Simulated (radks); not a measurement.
Q: Species: the iron ion Fe2+. Configuration: [Ar] 3d6. Calculated with a radial shooting solver on a logarithmic mesh with Libxc functionals: scalar-relativistic Kohn-Sham, LB94 model potential, spin-polarised, spherical densities, finite nucleus; open shells are filled with parallel spins first; Fermi nuclear charge, rms radius 3.7377 fm. Some entries of the table are withheld. Estimate them.

| orbital | occ. | eigenvalue (hartree) | r(max) (bohr) |
|---|---|---|---|
| 1s down | 1 | -260.6086 | 0.03826 |
| 1s up | 1 | -260.6072 | 0.03826 |
| 2s down | 1 | -31.66494 | 0.2224 |
| 2s up | 1 | -31.64326 | 0.2224 |
| 2p down | 3 | (1) | 0.1794 |
| 2p up | 3 | (2) | 0.1794 |
| 3s up | 1 | -4.46575 | 0.7011 |
| 3s down | 1 | -4.34803 | 0.7022 |
| 3p up | 3 | (3) | 0.7132 |
| 3p down | 3 | (4) | 0.7150 |
| 3d up | 5 | -1.30473 | 0.7046 |
| 3d down | 1 | -1.21440 | 0.7086 |

A: 
(1) 2p down eigenvalue (hartree): -27.22627
(2) 2p up eigenvalue (hartree): -27.20816
(3) 3p up eigenvalue (hartree): -3.23190
(4) 3p down eigenvalue (hartree): -3.12019
